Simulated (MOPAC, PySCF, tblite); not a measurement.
Energy landscape of H₆BN, singlet: internal rotation, threefold axis kept, other coordinates relaxed. Scanned: torsion (0 = eclipsed). Other coordinates (B-N length, H-B-N angle, H-N-B angle, B-H length, N-H length) were minimised at B3LYP/def2-TZVP.

Methods: RKS-B3LYP/3-21G = restricted B3LYP/3-21G (PySCF); GFN2-xTB, 300 K electronic temperature (tblite); PM3, restricted, heats of formation (MOPAC); CCSD(T) on RHF/cc-pVTZ, 2 core orbitals frozen (PySCF).

Energies relative to the lowest point of each profile, in kcal/mol; the last columns give the difference from CCSD(T):

```tsv
at / °	RKS-B3LYP/3-21G	GFN2-xTB	PM3	CCSD(T)	RKS-B3LYP/3-21G − CCSD(T)	GFN2-xTB − CCSD(T)	PM3 − CCSD(T)
0	2.07	1.64	1.56	2.09	-0.02	-0.45	-0.53
10	1.94	1.54	1.51	1.95	-0.02	-0.41	-0.45
20	1.58	1.25	1.15	1.58	0.00	-0.34	-0.43
30	1.07	0.84	0.74	1.07	0.00	-0.23	-0.33
40	0.55	0.42	0.33	0.54	0.01	-0.12	-0.21
50	0.16	0.11	0.06	0.15	0.01	-0.04	-0.09
60	0.00	0.00	0.00	0.00	0.00	0.00	0.00
```

RKS-B3LYP/3-21G is furthest from CCSD(T) at 10 (-0.02 kcal/mol, below); its mean absolute difference over the points is 0.01 kcal/mol.

GFN2-xTB is furthest from CCSD(T) at 0 (-0.45 kcal/mol, below); its mean absolute difference over the points is 0.23 kcal/mol.

PM3 is furthest from CCSD(T) at 0 (-0.53 kcal/mol, below); its mean absolute difference over the points is 0.29 kcal/mol.
